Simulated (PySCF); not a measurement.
C2H10O2Si2, SMILES O[SiH2]CC[SiH2]O. Atoms are numbered in the order given.

```xyz
16

O     -3.3846    -0.4254    -0.0826
Si    -1.7973    -0.3365     0.4272
C     -0.7583     0.7139    -0.7407
C      0.6430     1.0769    -0.2313
Si     1.8356    -0.3646    -0.0048
O      3.3847     0.1765     0.3029
H     -3.5661    -0.9895    -0.8389
H     -1.8344     0.2952     1.7764
H     -1.2019    -1.7089     0.5344
H     -1.3468     1.6267    -0.9427
H     -0.6916     0.1839    -1.7086
H      1.1304     1.7828    -0.9292
H      0.5828     1.6146     0.7318
H      1.4735    -1.1954     1.1764
H      1.7893    -1.2136    -1.2422
H      3.8194     0.6661    -0.4006
```

Geometry optimised at PBE0-D3(BJ)/def2-SVP. This is a generated structure with no PubChem entry under its InChIKey; it may be hypothetical. One conformer was computed; it need not be the lowest.

Two levels are set side by side: PBE/pcSseg-1 (PySCF) and PBE0/pcSseg-1 (PySCF). GIAO shifts against H2O (¹⁷O), TMS (²⁹Si), TMS (¹H), TMS (¹³C) at the same level; non-relativistic, no solvent, atoms listed together averaged. Differences are taken from unrounded values.

| quantity | PBE |
|---|---|
| δ(¹³C) of C3, C4 (ppm) | 14.0 |
| δ(¹H) of H7, H16 (ppm) | 0.57 |

Q: These are the PBE values. What does PBE0 give? (The exact figures need the calculation; the answer reports its results.)

A: 
```tsv
quantity	PBE0	PBE minus PBE0
δ(¹³C) of C3, C4 (ppm)	11.7	2.3
δ(¹H) of H7, H16 (ppm)	0.74	-0.17
```

Rough cost on one machine, each run with all the roots and properties that it gave: PBE0 against PBE within a factor of 2.
